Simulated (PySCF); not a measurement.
A run for PySCF: R-B3LYP/6-31G* on CHN (SMILES C#N) with ghost functions.

```python
from pyscf import gto, scf, dft, mp
from pyscf.data.elements import chemcore

mol = gto.M(
    atom='''
    C     0.24876285    0.27418838    3.66553101
    N     0.32837482    0.35004516    4.80689528
    H     0.17401066    0.20283997    2.59865424
    ghost-C    0.65587892    0.01106795   -0.00144994
    ghost-C   -0.66698897    0.04372339    0.08925288
    ghost-H    1.20531864   -0.92255132    0.01977273
    ghost-H    1.24178992    0.91583373   -0.11153000
    ghost-H   -1.21719402    0.97657139    0.05709584
    ghost-H   -1.25371187   -0.86180458    0.18833972
    ''',
    basis='6-31g*',
    cart=True,
    charge=0, spin=0, verbose=3, max_memory=1800)
mf = dft.RKS(mol, xc='b3lyp')
mf.conv_tol = 1e-8
mf.max_cycle = 100
mf.kernel()
if not mf.converged:
    mf = mf.newton().run(mf.mo_coeff, mf.mo_occ)
```

It printed:

```
converged SCF energy = -93.4225716299687
```

The run converged.

Cost: about 2.8 core-seconds (a rough figure).
